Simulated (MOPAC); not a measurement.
MOPAC input (MNDO):

```
MNDO PRECISE GNORM=0.05 LET XYZ UHF MS=0.5 GEO-OK AUX(PRECISION=9) THREADS=1
C2H7O2Si

C     1.63405200 1   -0.78101500 1   -0.41883300 1
Si    0.03078500 1    0.00595900 1    0.01492700 1
C    -1.42168800 1   -0.68290800 1   -0.92196300 1
O    -0.10613300 1   -0.24258500 1    1.64486000 1
O     0.02258700 1    1.61902600 1   -0.36069100 1
H     2.23291600 1   -1.32681100 1    0.30129600 1
H     2.04570400 1   -0.75088100 1   -1.42196500 1
H    -1.55596700 1   -1.74499400 1   -0.71056500 1
H    -1.28047300 1   -0.56364500 1   -1.99798400 1
H    -2.34174500 1   -0.15949200 1   -0.65004900 1
H    -0.89569600 1    0.08801600 1    2.08029600 1
H     0.75845400 1    2.14639400 1   -0.03858200 1
```

From the output:

```
                                                       MOPAC v23.2.5 Linux

          FINAL HEAT OF FORMATION =       -157.32230 KCAL/MOL =    -658.23649 KJ/MOL

          COSMO AREA              =        124.37 SQUARE ANGSTROMS
          COSMO VOLUME            =        112.95 CUBIC ANGSTROMS

          GRADIENT NORM           =          0.02501          =       0.00722 PER ATOM
          IONIZATION POTENTIAL    =         10.247882 EV
          ALPHA SOMO LUMO (EV)    =        -10.248  2.590
          BETA  SOMO LUMO (EV)    =        -11.252  0.769
          NO. OF ALPHA ELECTRONS  =         16
          NO. OF BETA  ELECTRONS  =         15
          MOLECULAR WEIGHT        =         91.1616         POINT GROUP:  C1

          MOLECULAR DIMENSIONS (Angstroms)

            Atom       Atom       Distance
            H    10    H     6     4.68448
            H     8    H    12     4.45597
            H     7    H    11     3.91580

          SCF CALCULATIONS        =         85

   ATOM   CHEMICAL          X               Y               Z
  NUMBER   SYMBOL      (ANGSTROMS)     (ANGSTROMS)     (ANGSTROMS)

     1       C          1.58204800  *  -0.77232987  *  -0.45265748  *
     2      Si          0.04081107  *  -0.03025454  *  -0.02039664  *
     3       C         -1.38782202  *  -0.71480256  *  -0.89709777  *
     4       O         -0.14322813  *  -0.16066265  *   1.63003127  *
     5       O          0.06696595  *   1.61269944  *  -0.29491116  *
     6       H          2.10412210  *  -1.48999854  *   0.17036914  *
     7       H          2.10244692  *  -0.56305658  *  -1.38124422  *
     8       H         -1.50760278  *  -1.79717024  *  -0.69797613  *
     9       H         -1.29081387  *  -0.60007531  *  -1.99353342  *
    10       H         -2.33958835  *  -0.22901127  *  -0.60921218  *
    11       H         -0.88183453  *   0.17617999  *   2.08540290  *
    12       H          0.75713180  *   2.16181240  *   0.00303385  *

                             CARTESIAN COORDINATES

   1    C        1.582047998    -0.772329870    -0.452657483
   2   Si        0.040811069    -0.030254541    -0.020396641
   3    C       -1.387822022    -0.714802560    -0.897097770
   4    O       -0.143228127    -0.160662648     1.630031271
   5    O        0.066965953     1.612699441    -0.294911165
   6    H        2.104122100    -1.489998537     0.170369142
   7    H        2.102446921    -0.563056584    -1.381244215
   8    H       -1.507602776    -1.797170237    -0.697976126
   9    H       -1.290813875    -0.600075308    -1.993533424
  10    H       -2.339588354    -0.229011269    -0.609212185
  11    H       -0.881834530     0.176179988     2.085402900
  12    H        0.757131803     2.161812399     0.003033846

           Empirical Formula: C2 H7 O2 Si  =    12 atoms

      MOLECULAR POINT GROUP   :   C1

          ALPHA EIGENVALUES
 -41.08495 -38.14852 -31.56153 -28.85810 -18.44290 -18.32819 -14.59187 -14.32154
 -14.04974 -13.88366 -13.43659 -13.28035 -11.88379 -11.83948 -11.45341 -10.24788
   2.59023   2.63758   3.18784   3.58811   4.09134   4.18128   4.42481   5.05143
   5.87759   6.96950   7.13298

           BETA EIGENVALUES
 -41.04523 -38.14281 -31.22504 -27.44992 -18.41261 -18.32143 -14.38827 -14.12289
 -14.01000 -13.81639 -13.38655 -13.23407 -11.85149 -11.75323 -11.25184   0.76881
   2.64876   3.07424   3.20847   3.65755   4.13900   4.19844   4.75667   5.79737
   5.88308   6.97041   7.14094

              NET ATOMIC CHARGES AND DIPOLE CONTRIBUTIONS

  ATOM NO.   TYPE          CHARGE      No. of ELECS.   s-Pop       p-Pop
    1          C          -0.411414        4.4114     1.33343     3.07798
    2         Si           1.518697        2.4813     0.88853     1.59277
    3          C          -0.321230        4.3212     1.25693     3.06430
    4          O          -0.652102        6.6521     1.79229     4.85981
    5          O          -0.651773        6.6518     1.79283     4.85894
    6          H           0.046191        0.9538     0.95381
    7          H           0.036174        0.9638     0.96383
    8          H           0.005984        0.9940     0.99402
    9          H           0.012082        0.9879     0.98792
   10          H           0.011320        0.9887     0.98868
   11          H           0.203331        0.7967     0.79667
   12          H           0.202740        0.7973     0.79726
 DIPOLE           X         Y         Z       TOTAL
 POINT-CHG.     0.014    -0.387    -0.384     0.545
 HYBRID         0.145     0.174     0.126     0.259
 SUM            0.160    -0.213    -0.258     0.371

          ATOMIC ORBITAL ELECTRON POPULATIONS

     Atom    s        px        py        pz
    1  C   1.33343   1.09143   1.01442   0.97214
    2 Si   0.88853   0.58782   0.50609   0.49885
    3  C   1.25693   1.08099   0.97759   1.00572
    4  O   1.79229   1.53655   1.86558   1.45768
    5  O   1.79283   1.58495   1.40100   1.87299
    6  H   0.95381
    7  H   0.96383
    8  H   0.99402
    9  H   0.98792
   10  H   0.98868
   11  H   0.79667
   12  H   0.79726

                    (SZ)    =    0.500000
                    (S**2)  =    0.761641

          ATOMIC ORBITAL SPIN POPULATIONS

    Atom   Total    s     px     py     pz
         Atomic
    1  C  1.1670  0.057  0.291  0.577  0.242
    2 Si -0.0643 -0.019 -0.034 -0.008 -0.003
    3  C  0.0062  0.000  0.004  0.001  0.001
    4  O  0.0013 -0.001  0.000  0.001  0.001
    5  O  0.0025  0.000 -0.001  0.002  0.001
    6  H -0.0551 -0.055
    7  H -0.0550 -0.055
    8  H -0.0004 -0.000
    9  H -0.0003 -0.000
   10  H -0.0006 -0.001
   11  H -0.0011 -0.001
   12  H -0.0001 -0.000

 **********************
 *                    *
 * JOB ENDED NORMALLY *
 *                    *
 **********************

 == MOPAC DONE ==
```

The geometry given is a B3LYP-D3(BJ)/def2-TZVP minimum.
